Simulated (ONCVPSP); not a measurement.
**Before and after: ONCV potential for strontium**

* Element: strontium (Sr)
* Generator: ONCVPSP 4.0.1
* Type: optimised norm-conserving Vanderbilt (ONCV)
* Functional: PBE
* Relativity: scalar-relativistic
* Frozen core: [Ar] 3d10
* Valence charge: 10
* Reference configuration: 4s2 4p6 5s2
* Partial waves: 4s+5s: rc 1.85 bohr, ncon 3, nbas 7, qcut 5.4 1/bohr, 2 projectors; 4p: rc 2.20 bohr, ncon 3, nbas 6, qcut 7.9 1/bohr, 2 projectors, debl 1.5 Ha; d scattering state at 0.31 Ha: rc 1.85 bohr, ncon 4, nbas 8, qcut 4.6 1/bohr, local
* Local potential: the d channel
* Core correction: Teter function, fcfact 4.75, rcfact 1.25

In the d channel the program set the typed energies aside and used 0.050 Ha.

All-electron outer shells of the reference configuration (PBE, scalar-relativistic, ld1.x):

| shell | level (eV) | outermost node (bohr) | outermost maximum (bohr) |
| --- | --- | --- | --- |
| 4s | -40.90 | 0.59 | 1.19 |
| 4p | -22.82 | 0.61 | 1.33 |
| 5s | -3.53 | 1.65 | 3.72 |

Change: s: nproj 4.

Cutoffs: the cutoffs (Ha) at which the residual kinetic energy of the hardest occupied pseudo-wave falls to 1 and 0.1 mHa per electron; they do not see the model core or the augmentation charge, which bear on the density cutoff. Errors are all-electron minus pseudo energies relative to the spin-unpolarised reference configuration.

Question: What does the change do?

Answer: The potential gets neither clearly harder nor softer (11 Ha and 16 Ha → 11 Ha and 16 Ha); the bound ghosts move from p to p, s; the errors of the 4 common tests hardly move; the range in which the s phases agree widens (upper end 1.6 → at the end of the scan).

| quantity | base | changed |
| --- | --- | --- |
| cutoff, loose | 11 Ha | 11 Ha |
| cutoff, tight | 16 Ha | 16 Ha |
| bound ghosts | p | s, p |
| GHOST(+) flags under 300 eV | none | none |
| error for 4s2 4p6 5s1, meV [ΔE 5.89 eV] | -0.6 | -0.6 |
| error for 4s2 4p6 5s0, meV [ΔE 16.89 eV] | -2.5 | -2.5 |
| error for 4s2 4p6 5s1.5, meV [ΔE 2.34 eV] | -0.2 | -0.2 |
| error for 4s2 4p6 4d1 5s0, meV [ΔE 7.65 eV] | -9.4 | -9.3 |
| s: phases at 1.88 bohr within 0.05 rad from the reference energy up to (Ha; the scan ends near 5) | 1.6 | to the end of the scan |
| p: phases at 2.23 bohr within 0.05 rad from the reference energy up to (Ha; the scan ends near 5) | to the end of the scan | to the end of the scan |
| d: phases at 1.88 bohr within 0.05 rad from the reference energy up to (Ha; the scan ends near 5) | 3.5 | 3.5 |
| rms error of d²Exc/dni dnj with the model core, mHa | 0.60 | 0.60 |

 A true bound ghost makes a file unfit for plane-wave use even where its test errors are small: the radial tests pick states by their node count and pass the ghost by.
